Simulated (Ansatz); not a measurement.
## One step, two centres

Four-centre ligand exchange, with the central atom changed down its group and all else kept; in the first member these bonds form or tighten: Cl–H, O–Si; these break or loosen: Cl–Si, H–O.

Gas-phase electronic energies, without zero-point energy, by CCSD(T) at an estimated basis limit (MP2 extrapolated from triple and quadruple zeta, plus CCSD(T) − MP2 in triple zeta); Ansatz 0.2.0, def2-TZVPP and QZVPP, frozen cores, core potentials past krypton, on PBE0-D4/def2-TZVP structures. Extrapolation: Hartree–Fock as exp(−7.88 √X), correlation as X^−2.97. All energies, in kcal/mol, count from the separated reactants, without counterpoise correction; the start and end structures are the complexes reached by relaxing down from the saddle, and deeper ones may exist. Brackets give SMILES, or, where every atom is bracketed, only which atoms are joined. Steps whose reference was doubtful or whose search ended elsewhere are left out.

| reactants | products | start structure | saddle | end structure | saddle by PBE0-D4/TZ |
| --- | --- | --- | --- | --- | --- |
| SiH₃Cl ([SiH3][Cl]) + H₂O | SiH₄O ([OH][SiH3]) + HCl | -2.83 | 20.23 | -2.31 | 16.99 |
| SnH₃Cl ([Cl][SnH3]) + H₂O | SnH₄O ([OH][SnH3]) + HCl | -4.77 | ? | 11.47 | 14.03 |

Q: What is the height of the saddle for SnH₃Cl ([Cl][SnH3]) + H₂O? (To be estimated.)

A: By the calculation: 16.19 kcal/mol relative to the separated reactants, the lower of the two; above its start structure the barrier is 16.19 − (-4.77) ≈ 20.96 kcal/mol.

The saddle falls down the group: the larger centre, with longer and weaker bonds, takes on an extra partner at less cost.

Q: How do the PBE0-D4 saddles lie against the coupled-cluster estimate?

A: Both lower, by 2.17 to 3.23 kcal/mol.

This is the kind of ligand exchange by which a precursor binds to a hydroxyl group, or is hydrolysed, in atomic layer deposition of oxides.

The T1 diagnostic stays at or below 0.013. The filled d shells of Sn are correlated in sets not built for that, so values that involve them are less sure.

For scale, one of the runs: CCSD(T)/def2-TZVPP, 193 basis functions, launched by `ansatz run in.yaml --threads 4 --pin off --events-out ev --progress --plain --max-ram 9574MiB`. Time: 77 s of wall clock on 4 CPU threads of an Intel Xeon; the host was shared. Peak host memory: 2.4 GiB.
